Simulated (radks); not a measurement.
The numbers below are computed, except where a source is named.
Spherical quantum dot in the effective-mass picture: electrons in a hard-walled sphere of radius 8.76, all in effective atomic units (hartree* = m*/eps^2 hartree, bohr* = eps/m* bohr), one dielectric constant everywhere. Level of theory: non-relativistic Kohn-Sham, PBEsol, spin-polarised, spherical densities (a radial shooting solver with Libxc functionals). Levels are named by radial order and angular momentum (1s, 1p, 1d, 2s, ...), and open shells are averaged over m.

N = 10, configuration 1s2 1p6 1d(up 2, down 0). This is the lowest configuration that the search found. Occupied levels:

level,occupation,eigenvalue (hartree*),<r> (bohr*)
1s up,1,1.4141,6.060
1s down,1,1.4274,6.014
1p up,3,1.4455,6.214
1p down,3,1.4595,6.184
1d up,2,1.5024,6.373

Energy (hartree*): total 7.61743, kinetic 1.8018, external 0, Hartree 7.4237, exchange-correlation -1.6081.
